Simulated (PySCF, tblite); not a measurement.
Calculations on `[CH3][Ge@]([F])([SiH3])[GeH3]`, in the order of a workflow; each names the level of the geometry that it ran on. Settings lines and outputs come from a driver script.

Species: CH9FGe2Si.
SMILES with atom numbers: `[CH3:1][Ge@:2]([F:3])([SiH3:4])[GeH3:5]` (hydrogens: H6, H7, H8 on C1; H9, H10, H11 on Si4; H12, H13, H14 on Ge5)

Step 1: GFN2-xTB geometry optimisation, gas phase (tblite 0.8.0) (from a force-field or distance-geometry start)
```json
{"job": {"kind": "relax", "xc": "GFN2-xTB", "basis": "xTB"}, "charge": 0, "multiplicity": 1}
```
```
step      E/eV     max force
  0    -465.03613    1.018
  1    -465.10492    0.670
  2    -465.17196    0.572
...
 79    -465.38919    0.015
 80    -465.38921    0.014
 81    -465.38924    0.019
 82    -465.38926    0.014
 83    -465.38927    0.007
```

Energy lowered by 8.1 kcal/mol over 83 steps; largest atomic force 0.007 eV/Å at the end. «max force» is the largest atomic force in eV/Å.

Hardware: Arm Neoverse N1, one thread, shared host with 64 logical CPUs at a one-minute load of 63. Cost: 0.95 s of wall time.

Step 2: GFN2-xTB harmonic vibrations, gas phase (tblite 0.8.0) (on the GFN2-xTB geometry)
```json
{"job": {"kind": "ir", "xc": "GFN2-xTB", "basis": "xTB"}, "charge": 0, "multiplicity": 1}
```
```
(table of modes left out)
```

36 modes from -22 to 3013 cm⁻¹ (unscaled, harmonic, a negative number standing for an imaginary wavenumber); zero-point energy 51.3 kcal/mol from the real modes; the lowest is imaginary at this level.

The run took 0.82 s of wall time on one thread of an Arm Neoverse N1 (shared host).

Step 3: TDDFT wB97X-D/def2-SVPD, vertical, gas phase, core orbitals frozen in the response (PySCF 2.14.0, density-fitted response routines) (on the GFN2-xTB geometry)
```json
{"job": {"kind": "uv", "xc": "wB97X-D", "basis": "def2-SVPD", "nstates": 8, "ntriplets": 3}, "charge": 0, "multiplicity": 1}
```
```
...
Static polarisability (au): isotropic 109.207, principal 88.540 107.680 131.401
Singlet excitations
state   eV       nm        f      main configurations
  1   5.9723    207.6   0.06037   H->L 0.77, H->L+1 0.18
  2   6.4620    191.9   0.02430   H-1->L 0.84, H-1->L+1 0.09
  3   6.7499    183.7   0.30280   H->L+1 0.67, H->L 0.13, H->L+2 0.10
  4   7.2771    170.4   0.23624   H-1->L+1 0.45, H->L+2 0.23, H->L+3 0.10
  5   7.3037    169.8   0.24044   H-1->L+1 0.38, H->L+2 0.31, H->L+3 0.17
  6   7.6533    162.0   0.05538   H->L+3 0.66, H->L+2 0.25
  7   7.8528    157.9   0.04832   H->L+4 0.60, H->L+5 0.22
  8   7.9830    155.3   0.32109   H-1->L+2 0.57, H-2->L 0.17, H-1->L+3 0.12
Triplet excitations (Tamm-Dancoff, eV): 5.3123 5.9237 5.9620
```

HOMO -9.70 eV, LUMO 0.70 eV; lowest singlet 5.97 eV; lowest triplet 5.31 eV (Tamm–Dancoff); mean polarisability 109.2 au.

On an Arm Neoverse N1 with one thread, no GPU, shared host with 64 logical CPUs at a one-minute load of 59, this took 94 s of wall time and 0.98 GiB of memory at its peak.

Geometry of the electronic-property runs (GFN2-xTB):
```
atom  x, y, z in Å
C1    -0.785   -1.759   -0.589
Ge2   -0.180   -0.070    0.292
F3    -0.624   -0.452    2.012
Si4   -1.465    1.895   -0.134
Ge5    2.263   -0.066    0.358
H6    -0.281   -2.613   -0.143
H7    -0.560   -1.738   -1.652
H8    -1.857   -1.893   -0.466
H9    -1.054    2.987    0.748
H10   -1.230    2.291   -1.525
H11   -2.888    1.609    0.049
H12    2.903    0.987    1.221
H13    2.893   -1.356    0.810
H14    2.865    0.178   -1.003
```

 GFN2-xTB frequencies show an imaginary mode (22i cm⁻¹), so this geometry is no minimum at that level. (This holds for the electronic-property runs.)

wB97X-D is run here without its empirical dispersion term; that term would change no orbital, density or response property at a fixed geometry.
